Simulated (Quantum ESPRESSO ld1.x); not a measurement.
Question: Species: Cs2+. Configuration: [Kr] 4d10 5s2 5p5 (the NIST ground configuration). All-electron calculation, Dirac Kohn-Sham, LDA (Slater exchange, VWN5 correlation), spin-unpolarised, spherical densities, point nucleus; open shells are shared between the two j in proportion to 2j + 1. Program: ld1.x of Quantum ESPRESSO 7.5. Some entries of the table are withheld. Estimate them.

| orbital | occ. | eigenvalue (hartree) | <1/r> (bohr^-1) | <r^2> (bohr^2) |
|---|---|---|---|---|
| 1s1/2 | 2 | -1313.81 | 59.35 | 0.0009264 |
| 2s1/2 | 2 | -206.581 | 13.91 | 0.01479 |
| 2p1/2 | 2 | -194.473 | 13.90 | 0.01089 |
| 2p3/2 | 4 | -181.545 | 12.73 | 0.01217 |
| 3s1/2 | 2 | -43.4304 | 4.982 | (1) |
| 3p1/2 | 2 | -38.3634 | 4.897 | 0.09707 |
| 3p3/2 | 4 | -35.8869 | 4.607 | 0.1050 |
| 3d3/2 | 4 | -26.9508 | 4.468 | 0.08721 |
| 3d5/2 | 6 | -26.4244 | 4.394 | 0.08947 |
| 4s1/2 | 2 | -8.69320 | (2) | 0.5455 |
| 4p1/2 | 2 | (3) | 1.932 | 0.5914 |
| 4p3/2 | 4 | (4) | 1.836 | 0.6378 |
| 4d3/2 | 4 | -3.40073 | (5) | 0.8027 |
| 4d5/2 | 6 | -3.31609 | (6) | 0.8229 |
| 5s1/2 | 2 | -1.57486 | 0.7770 | 3.253 |
| 5p1/2 | 1.66667 | (7) | 0.6778 | 4.211 |
| 5p3/2 | 3.33333 | (8) | 0.6465 | 4.566 |

Answer: 
(1) 3s1/2 <r^2> (bohr^2): 0.1024
(2) 4s1/2 <1/r> (bohr^-1): 2.038
(3) 4p1/2 eigenvalue (hartree): -6.87389
(4) 4p3/2 eigenvalue (hartree): -6.36393
(5) 4d3/2 <1/r> (bohr^-1): 1.602
(6) 4d5/2 <1/r> (bohr^-1): 1.578
(7) 5p1/2 eigenvalue (hartree): -1.11124
(8) 5p3/2 eigenvalue (hartree): -1.04283
